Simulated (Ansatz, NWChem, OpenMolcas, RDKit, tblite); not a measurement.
## BCl2F (dichlorofluoroborane): the HOMO–LUMO gap, rung by rung

The species is BCl2F (4 atoms), meant as a singlet with charge 0. SMILES: `FB(Cl)Cl`. Geometry: relaxed at PBE0-D4/def2-TZVP.

Quantity: the HOMO–LUMO gap, in eV. The values are calculated.

| level | kind | program | value (eV) | CPU time |
| --- | --- | --- | --- | --- |
| extended Hückel | semi-empirical | RDKit | 8.66 | under 2 s |
| GFN1-xTB | semi-empirical | tblite | 5.89 | under 2 s |
| HF/6-311+G** | Hartree–Fock | Ansatz | 14.17 | 2.2 s |
| SVWN5/6-311+G** | LDA | Ansatz | 5.80 | 3.1 s |
| PBE/6-311+G** | GGA | OpenMolcas | 5.94 | 24 s |
| r2SCAN/6-311+G** | meta-GGA | NWChem | 6.67 | 22 s |
| M06-2X/6-311+G** | hybrid meta-GGA | NWChem | 10.68 | 19 s |
| CAM-B3LYP/6-311+G** | range-separated hybrid | Ansatz | 10.93 | 7.2 s |
| wB97M-V/6-311+G** | range-separated hybrid | Ansatz | 12.33 | 51 s |
| B2PLYP/6-311+G** | double hybrid | OpenMolcas | 11.10 | 22 s |

The values span 5.80 to 14.17 eV. Orbital gaps aren't excitation energies, and those of double hybrids come from the SCF part alone; they tend to grow with the share of exact exchange. Times are those of the runs behind each value, whatever else they computed, on shared processors of several kinds: orders of magnitude only.
